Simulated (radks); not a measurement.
Values are calculated unless marked as measured or tabulated.
Task: Ge0.25+, configuration [Ar] 3d10 4p(up 1, down 1) 4s(up 1, down 0.75) (fractional occupations, a model configuration). Code: a radial shooting solver on a logarithmic mesh with Libxc functionals. Model: non-relativistic Kohn-Sham, BLYP, spin-polarised, spherical densities, point nucleus. Some entries of the table are withheld. Estimate them.

| orbital | occ. | eigenvalue (eV) | <1/r> (bohr^-1) | <r^2> (bohr^2) |
|---|---|---|---|---|
| 1s up | 1 | -10808.34 | 31.50 | 0.003068 |
| 1s down | 1 | -10808.33 | 31.50 | 0.003068 |
| 2s up | 1 | -1339.715 | 6.919 | 0.05388 |
| 2s down | 1 | -1339.707 | 6.919 | 0.05388 |
| 2p up | 3 | -1193.242 | 6.892 | 0.04198 |
| 2p down | 3 | -1193.232 | 6.892 | 0.04199 |
| 3s up | 1 | -165.0755 | 2.232 | 0.4655 |
| 3s down | 1 | -165.0544 | 2.232 | 0.4654 |
| 3p up | 3 | (1) | 2.110 | 0.5003 |
| 3p down | 3 | (2) | 2.110 | 0.5001 |
| 3d up | 5 | -32.4997 | 1.787 | (3) |
| 3d down | 5 | -32.4579 | 1.788 | (4) |
| 4s up | 1 | -13.5464 | (5) | 5.151 |
| 4s down | 0.75 | -13.3287 | (6) | 5.186 |
| 4p up | 1 | -5.7747 | 0.4712 | 9.095 |
| 4p down | 1 | -5.6093 | 0.4671 | 9.290 |

Result: 
(1) 3p up eigenvalue (eV): -116.6062
(2) 3p down eigenvalue (eV): -116.5821
(3) 3d up <r^2> (bohr^2): 0.6889
(4) 3d down <r^2> (bohr^2): 0.6869
(5) 4s up <1/r> (bohr^-1): 0.6203
(6) 4s down <1/r> (bohr^-1): 0.6190
